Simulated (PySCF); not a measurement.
C₇H₁₉N₃.
Structure used (PBE0-D3(BJ)/def2-SVP), in Å, numbered top down from 1:
```
atom  x, y, z in Å
C1     0.982    1.445   -1.426
N2     0.341    0.869   -0.276
C3     0.893    1.361    0.962
C4     0.196   -0.570   -0.387
N5     1.440   -1.306   -0.377
C6     2.098   -1.623    0.859
C7     1.773   -2.162   -1.474
N8    -0.735   -1.042    0.624
C9    -1.991   -0.327    0.629
C10   -0.955   -2.466    0.544
H11    2.048    1.144   -1.526
H12    0.460    1.140   -2.347
H13    0.943    2.543   -1.365
H14    0.710    2.445    1.042
H15    0.399    0.866    1.811
H16    1.988    1.201    1.054
H17   -0.226   -0.733   -1.405
H18    3.160   -1.312    0.853
H19    1.595   -1.125    1.697
H20    2.082   -2.713    1.075
H21    2.861   -2.144   -1.672
H22    1.272   -1.822   -2.392
H23    1.493   -3.227   -1.310
H24   -2.602   -0.663    1.481
H25   -1.818    0.752    0.715
H26   -2.581   -0.498   -0.299
H27   -1.439   -2.775   -0.411
H28   -0.014   -3.021    0.638
H29   -1.614   -2.783    1.366
```

The calculation used PBE0-D3(BJ)/def2-SVP geometry optimisation, gas phase (PySCF 2.14.0).

Take the most abundant isotopes and a rigid rotor. The values belong to one conformer with, in the numbering `[CH3:1][N:2]([CH3:3])[CH:4]([N:5]([CH3:6])[CH3:7])[N:8]([CH3:9])[CH3:10]`, C1–N2–C4–N5 67°, N2–C4–N5–C6 82°, N2–C4–N8–C9 52°.

Problem. What are A, B and C (MHz)?

Solution. Ia = 370.53, Ib = 386.10, Ic = 557.31 u·Å²; 505379 MHz·u·Å²/I gives A = 1364, B = 1309, C = 906.8 MHz.

Problem. Classify the top.

Solution. An asymmetric top; Ray's κ = 0.759.

Problem. What does the inertial defect say?

Solution. Not planar: Δ = Ic − Ia − Ib = -199.33 u·Å². For a rigid frame Δ = −2 Σ m c², so Σ m c² = 99.66 u·Å² lies off the ab plane: 33.87 from hydrogen and 65.79 from heavier atoms. The atom farthest from that plane is 2.02 Å away.

Problem. List the rotational levels J(Ka,Kc) to J = 3 (MHz).

Solution. Above 0(0,0):
J = 1: 1(0,1) 2216, 1(1,1) 2271, 1(1,0) 2673
J = 2: 2(0,2) 6295, 2(1,2) 6300, 2(1,1) 7506, 2(2,1) 7671, 2(2,0) 8024
J = 3: 3(0,3) 12167, 3(1,3) 12168, 3(1,2) 14293, 3(2,2) 14319, 3(2,1) 15446, 3(3,1) 15776, 3(3,0) 16063
Those of J = 1 are B + C, A + C and A + B.

Problem. Which types of transition are allowed, and where do some lines up to J = 4 fall?

Solution. The dipole components are |μa| = 0.34 D, |μb| = 0.24 D, |μc| = 0.23 D. Intensities carry the squares of the components, which stand as 1.00 : 0.51 : 0.47 (a : b : c). Some lines, for components of 0.1 D or more:

```
type  branch         J(Ka,Kc)    MHz  lower level (cm⁻¹)
   c       Q  3(3,1) ← 3(2,1)    330               0.515
   b       Q  2(2,0) ← 2(1,1)    517               0.250
   c       Q  4(4,1) ← 4(3,1)    548               0.869
   a       Q  4(3,1) ← 4(3,2)   1025               0.834
   a       Q  3(2,1) ← 3(2,2)   1127               0.478
   b       Q  3(2,1) ← 3(1,2)   1153               0.477
   a       Q  2(1,1) ← 2(1,2)   1206               0.210
   b       Q  2(1,1) ← 2(0,2)   1212               0.210
   b       Q  4(2,2) ← 4(1,3)   2091               0.762
   b       Q  3(1,2) ← 3(0,3)   2125               0.406
   b       Q  4(3,2) ← 4(2,3)   2165               0.762
   a       R  1(0,1) ← 0(0,0)   2216               0.000
   b       R  1(1,1) ← 0(0,0)   2271               0.000
   b       Q  4(2,3) ← 4(1,4)   2999               0.662
   a       R  2(1,1) ← 1(1,0)   4834               0.089
   b       R  2(2,1) ← 1(1,0)   4999               0.089
   c       R  2(2,1) ← 1(1,1)   5401               0.076
   a       R  3(1,2) ← 2(1,1)   6786               0.250
   b       R  4(0,4) ← 3(1,3)   7683               0.406
   a       R  4(1,4) ← 3(1,3)   7683               0.406
   b       R  3(3,1) ← 2(2,0)   7752               0.268
   b       R  3(3,0) ← 2(2,1)   8392               0.256
   b       R  4(2,3) ← 3(1,2)   8557               0.477
   b       R  4(2,2) ← 3(3,1)   9163               0.526
   b       R  4(3,2) ← 3(2,1)   9568               0.515
   a       R  4(3,1) ← 3(3,0)   9976               0.536
   c       R  4(1,3) ← 3(0,3)  10680               0.406
```

Problem. Estimate the classical rotational partition function at 10 K, 25 K and 50 K.

Solution. Point group C1, symmetry number σ = 1; q = (√π/σ)·√((kT/h)³/(ABC)), k/h = 20836.6 MHz/K: 4190 at 10 K, 16600 at 25 K, 46800 at 50 K.

Stationary, but not proved a minimum. These are rigid-rotor constants of the computed structure; measured ground-state constants (B0) also hold zero-point vibration. A rigid rotor knows nothing of internal rotation, which can split or shift real lines. Quadrupole hyperfine structure (14N) is left out.
